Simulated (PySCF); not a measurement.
Simulation results for CH5BOSi, C2H7NSi, C2H6Si

All values are calculated (PySCF 2.14.0). Calculation on a computer-drawn molecule: the log of a Hartree-Fock and frozen-core CCSD(T) single point meant for a local Hartree-Fock minimum, with one planted fault or none, to be diagnosed. Offsets are logged minus clean, where the clean run is the same molecule without the fault. The reference is restricted for singlets and unrestricted otherwise, and also for a bond in bohr or an excited solution. Adding or removing an electron swaps singlet and doublet. The excited solution moves the top pair (singlet) or top alpha electron (doublet) to the lowest empty orbital. Highest occupied and lowest empty are orbital energies over both spins, largest force is the largest gradient component, triples share is (T) over the correlation energy, the T1 limit is 0.02 restricted and 0.045 unrestricted, electrons count all cores, a negative frequency is imaginary (commonest isotopes), and the dipole is about the centre of nuclear charge.

Common to all runs: meant charge 0; meant multiplicity 1; meant basis cc-pV(D+d)Z; logged SCF converged yes; possible faults no fault, one electron removed, one electron added, multiplicity raised by two, geometry at a saddle point, SCF held on an excited solution, minimal basis STO-3G, one bond length entered in bohr, all coordinates scaled.

(1) 
```xyz
9
formula=CH5BOSi logged_electrons=38 logged_basis_functions=90 logged_spin_squared=0.8587 logged_highest_occupied=-8.2215 logged_lowest_empty=0.6455 logged_largest_force=0.023472 logged_T1_diagnostic=0.062281 logged_D1_diagnostic=0.25711 logged_triples_share=0.034858 logged_CC_converged=yes logged_dipole_magnitude=2.417 logged_SCF_stable_within_its_kind=yes logged_energy_HF=-429.11831 logged_energy_CCSD(T)=-429.67112 planted_fault=one_bond_length_entered_in_bohr,row_6_of_the_drawn_bonds HF_energy_offset_from_clean_run=74.8 CCSD(T)_energy_offset_from_clean_run=77.91
C      1.3536    -1.4857     1.5904
B      0.9080    -1.7814     0.1015
Si     0.1167    -3.5836    -0.5698
O     -1.5151    -3.2511    -0.6032
H      1.1193    -0.4605     1.8942
H      0.9781    -2.1773     2.3482
H      3.4298    -1.6137     1.6125
H      1.1593    -0.9204    -0.7125
H     -1.8606    -2.4045    -0.3625
```

Units: logged_highest_occupied, logged_lowest_empty in eV; logged_largest_force in hartree/bohr; logged_dipole_magnitude in debye; logged_energy_HF, logged_energy_CCSD(T) in hartree; HF_energy_offset_from_clean_run, CCSD(T)_energy_offset_from_clean_run in kcal/mol.

Drawn bonds:
| atom | other atom | order |
| --- | --- | --- |
| 1 | 2 | 1 |
| 2 | 3 | 1 |
| 3 | 4 | 1 |
| 1 | 5 | 1 |
| 1 | 6 | 1 |
| 1 | 7 | 1 |
| 2 | 8 | 1 |
| 4 | 9 | 1 |

Notes: T1 above single-reference limit.

(2) 
```xyz
9
formula=CH5BOSi logged_electrons=38 logged_basis_functions=90 logged_spin_squared=0 logged_highest_occupied=-7.9932 logged_lowest_empty=1.5346 logged_largest_force=1.865e-05 logged_lowest_frequency=67.431 logged_T1_diagnostic=0.016051 logged_D1_diagnostic=0.050173 logged_triples_share=0.02712 logged_CC_converged=yes logged_dipole_magnitude=2.5461 logged_SCF_stable_within_its_kind=yes logged_energy_HF=-429.23752 logged_energy_CCSD(T)=-429.79527 planted_fault=no_fault HF_energy_offset_from_clean_run=0 CCSD(T)_energy_offset_from_clean_run=0
C      1.3536    -1.4857     1.5904
B      0.9080    -1.7814     0.1015
Si     0.1167    -3.5836    -0.5698
O     -1.5151    -3.2511    -0.6032
H      1.1193    -0.4605     1.8942
H      0.9781    -2.1773     2.3482
H      2.4523    -1.5534     1.6021
H      1.1593    -0.9204    -0.7125
H     -1.8606    -2.4045    -0.3625
```

Units: logged_highest_occupied, logged_lowest_empty in eV; logged_largest_force in hartree/bohr; logged_lowest_frequency in cm⁻¹; logged_dipole_magnitude in debye; logged_energy_HF, logged_energy_CCSD(T) in hartree; HF_energy_offset_from_clean_run, CCSD(T)_energy_offset_from_clean_run in kcal/mol.

Drawn bonds:
| atom | other atom | order |
| --- | --- | --- |
| 1 | 2 | 1 |
| 2 | 3 | 1 |
| 3 | 4 | 1 |
| 1 | 5 | 1 |
| 1 | 6 | 1 |
| 1 | 7 | 1 |
| 2 | 8 | 1 |
| 4 | 9 | 1 |

(3) 
```xyz
11
formula=C2H7NSi logged_electrons=40 logged_basis_functions=100 logged_spin_squared=2.0046 logged_highest_occupied=-7.8295 logged_lowest_empty=0.50602 logged_largest_force=0.036962 logged_T1_diagnostic=0.01324 logged_D1_diagnostic=0.06437 logged_triples_share=0.028997 logged_CC_converged=yes logged_dipole_magnitude=1.4208 logged_SCF_stable_within_its_kind=yes logged_energy_HF=-423.10442 logged_energy_CCSD(T)=-423.70301 planted_fault=multiplicity_raised_by_two HF_energy_offset_from_clean_run=14.35 CCSD(T)_energy_offset_from_clean_run=27.79
C      0.6313    -1.4580    -0.5314
C     -0.7744    -0.8744    -0.3040
N     -1.3288    -0.1684    -1.4583
Si    -0.8931     0.2514     1.2547
H      0.6435    -2.0905    -1.4250
H      1.3737    -0.6679    -0.6891
H      0.9618    -2.0673     0.3128
H     -1.4521    -1.7120    -0.0866
H     -1.2944    -0.7494    -2.2811
H     -0.7818     0.6497    -1.6728
H     -0.5420    -0.8448     2.2481
```

Units: logged_highest_occupied, logged_lowest_empty in eV; logged_largest_force in hartree/bohr; logged_dipole_magnitude in debye; logged_energy_HF, logged_energy_CCSD(T) in hartree; HF_energy_offset_from_clean_run, CCSD(T)_energy_offset_from_clean_run in kcal/mol.

Drawn bonds:
| atom | other atom | order |
| --- | --- | --- |
| 1 | 2 | 1 |
| 2 | 3 | 1 |
| 2 | 4 | 1 |
| 1 | 5 | 1 |
| 1 | 6 | 1 |
| 1 | 7 | 1 |
| 2 | 8 | 1 |
| 3 | 9 | 1 |
| 3 | 10 | 1 |
| 4 | 11 | 1 |

(4) 
```xyz
9
formula=C2H6Si logged_electrons=32 logged_basis_functions=81 logged_spin_squared=0 logged_highest_occupied=-3.3106 logged_lowest_empty=-2.2912 logged_largest_force=0.16983 logged_CC_converged=no logged_dipole_magnitude=5.1258 logged_SCF_stable_within_its_kind=no logged_energy_HF=-367.74998 planted_fault=SCF_held_on_an_excited_solution HF_energy_offset_from_clean_run=220.9
C     -0.4727     2.3590    -0.0702
C     -0.2993     0.8618    -0.0193
Si    -0.8140    -0.2158     1.1880
H      0.4962     2.8652    -0.1203
H     -1.0020     2.7424     0.8043
H     -1.0371     2.6593    -0.9583
H      0.2228     0.4265    -0.8685
H     -1.5329     0.2147     2.3989
H     -0.5689    -1.6629     1.0952
```

Units: logged_highest_occupied, logged_lowest_empty in eV; logged_largest_force in hartree/bohr; logged_dipole_magnitude in debye; logged_energy_HF in hartree; HF_energy_offset_from_clean_run in kcal/mol.

Drawn bonds:
| atom | other atom | order |
| --- | --- | --- |
| 1 | 2 | 1 |
| 2 | 3 | 2 |
| 1 | 4 | 1 |
| 1 | 5 | 1 |
| 1 | 6 | 1 |
| 2 | 7 | 1 |
| 3 | 8 | 1 |
| 3 | 9 | 1 |

Notes: CCSD not converged.

(5) 
```xyz
9
formula=C2H6Si logged_electrons=32 logged_basis_functions=81 logged_spin_squared=0 logged_highest_occupied=-8.0697 logged_lowest_empty=2.5746 logged_largest_force=3.439e-05 logged_lowest_frequency=229.86 logged_T1_diagnostic=0.011974 logged_D1_diagnostic=0.038747 logged_triples_share=0.033313 logged_CC_converged=yes logged_dipole_magnitude=0.38676 logged_SCF_stable_within_its_kind=yes logged_energy_HF=-368.10194 logged_energy_CCSD(T)=-368.55009
C     -0.4727     2.3590    -0.0702
C     -0.2993     0.8618    -0.0193
Si    -0.8140    -0.2158     1.1880
H      0.4962     2.8652    -0.1203
H     -1.0020     2.7424     0.8043
H     -1.0371     2.6593    -0.9583
H      0.2228     0.4265    -0.8685
H     -1.5329     0.2147     2.3989
H     -0.5689    -1.6629     1.0952
```

Units: logged_highest_occupied, logged_lowest_empty in eV; logged_largest_force in hartree/bohr; logged_lowest_frequency in cm⁻¹; logged_dipole_magnitude in debye; logged_energy_HF, logged_energy_CCSD(T) in hartree.

Drawn bonds:
| atom | other atom | order |
| --- | --- | --- |
| 1 | 2 | 1 |
| 2 | 3 | 2 |
| 1 | 4 | 1 |
| 1 | 5 | 1 |
| 1 | 6 | 1 |
| 2 | 7 | 1 |
| 3 | 8 | 1 |
| 3 | 9 | 1 |

To be estimated
1. Give the missing planted fault for C2H6Si (entry 5).

Answers
1. no fault

Further results for C2H6Si (entry 5):

| Quantity | Value |
| --- | --- |
| HF energy offset from clean run | 0 kcal/mol |
| CCSD(T) energy offset from clean run | 0 kcal/mol |
